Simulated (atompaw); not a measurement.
# Before and after: PAW (atompaw) potential for manganese

| Quantity | Value |
| --- | --- |
| Element | Mn (Z = 25) |
| Generator | atompaw 4.2.0.5 |
| Type | PAW |
| Functional | PBE |
| Relativity | scalar-relativistic |
| Frozen core | [Ar] |
| Valence charge | 7 |
| Reference configuration | 3d5 4s1 4p1 |
| Partial waves | 4s (bound): rc 2.05 bohr; 4s channel at 0.15 Ry: rc 2.05 bohr; 4p (bound): rc 3.00 bohr; 4p channel at 0.3 Ry: rc 3.00 bohr; 3d (bound): rc 2.00 bohr; 3d channel at 1.35 Ry: rc 2.00 bohr |
| Local potential | troulliermartins scheme with l = 3 at 0 Ry, radius 2.85 bohr |
| Core correction | smooth core density matched at 2.60 bohr |
| Augmentation charge | sinc compensation charge, radius 2.60 bohr; PAW radius 3.00 bohr; waves and projectors: custom polynom gramschmidtortho |

Change: all radii scaled by about 1.18 (s 2.42, p 3.54, d 2.36 bohr); local potential troulliermartins scheme with l = 3 at 0 Ry, radius 3.36 bohr; augmentation sinc compensation charge, radius 3.06 bohr; PAW radius 3.54 bohr; waves and projectors: custom polynom gramschmidtortho; core correction smooth core density matched at 3.06 bohr.

Cutoffs: the cutoffs (Ry, on a coarse ladder) from which the occupation-weighted sum of valence levels, in a spherical-Bessel basis at the reference potential, stays within 10 and 1 mRy of its value at 400 Ry; they do not see the model core or the augmentation charge, which bear on the density cutoff.

Task: What does the change do?

Result: The potential gets softer (25 Ry and 45 Ry → 18 Ry and 30 Ry); the bound ghost in s disappears. A larger radius leaves more room for a smooth pseudo-wave, so fewer plane waves are needed.

| quantity | base | changed |
| --- | --- | --- |
| cutoff, loose | 25 Ry | 18 Ry |
| cutoff, tight | 45 Ry | 30 Ry |
| loose cutoff by channel (10 mRy a level) | s 8 Ry, p 6 Ry, d 21 Ry | s 6 Ry, p 6 Ry, d 15 Ry |
| bound ghosts | s | none |
| lowest overlap eigenvalue by channel | s 0.39, p 0.44, d 0.97 | s 0.24, p 0.57, d 0.97 |

 A true bound ghost makes a file unfit for plane-wave use even where its test errors are small: the radial tests pick states by their node count and pass the ghost by. The cutoffs see the waves, projectors and local potential, not the compensation charge or the core.
